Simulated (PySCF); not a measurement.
Unknown compound

Molecular formula: C5H12OSi. Simulated spectra:

1H NMR (500 MHz, computed): δ 4.14 (m, 2H), 3.35 (t, 2H), 3.15 (m, 1H), 0.60 (m, 2H), 0.40 (m, 2H), 0.13 (t, 3H).

13C{1H} NMR (computed): δ 62.8, 59.9, 7.4 (2C), -8.6.

Equivalent nuclei averaged, no relativistic terms, gas phase, one computed conformer. Geometry: GFN2-xTB; shieldings: GIAO PBE0/pcSseg-1; PySCF 2.14.0 with density-fitted response routines.

Shifts are taken against calculated references (same method and geometry level): TMS for 1H, 13C.

Choose the structure that fits.
A. C[SiH2]COC1CC1
B. C[C@@H](O)[C@H]1CC[SiH2]1
C. CC/C=C/CO[SiH3]

Answers

A. 

- The formula gives 1 degree of unsaturation (1 ring in the answer).
- 4 carbon signals for 5 carbons: some carbons are equivalent by symmetry or fast rotation.
- Carbon types of the structure: 1 × CH, 3 × CH2, 1 × CH3, leaving 2 H on heteroatoms.
- δC 62.8: sp3 CH2 bonded to O and Si; the inductive effect lowers its shielding.
- δC 59.9, 7.4: three-membered-ring carbon.
- δC -8.6: methyl carbon bonded to Si; an electropositive neighbour leaves it electron-rich and shielded.
- δH 3.35: hydrogen on an sp3 CH2 bonded to O and Si; its carbon carries O, an electronegative neighbour.
- δH 0.13: hydrogen on a methyl carbon bonded to Si; an electropositive neighbour shields it, as in TMS itself.

The others: CC/C=C/CO[SiH3] would give 5 carbon signals, not 4; C[C@@H](O)[C@H]1CC[SiH2]1 would give 5 carbon signals, not 4.

Shifts are as computed. Against solution values, carbons near 30 ppm lie about +3 ppm off and those near 130 ppm about +5 ppm. Of 1309 compounds with measured shifts, 239 miss one by over three times the rms of a fit or turn the order of signals round; such compounds aren't used in these exercises. Multiplicities follow the n + 1 count of equivalent neighbours, as no J values were calculated; m marks all less simple cases, F and P coupling included.
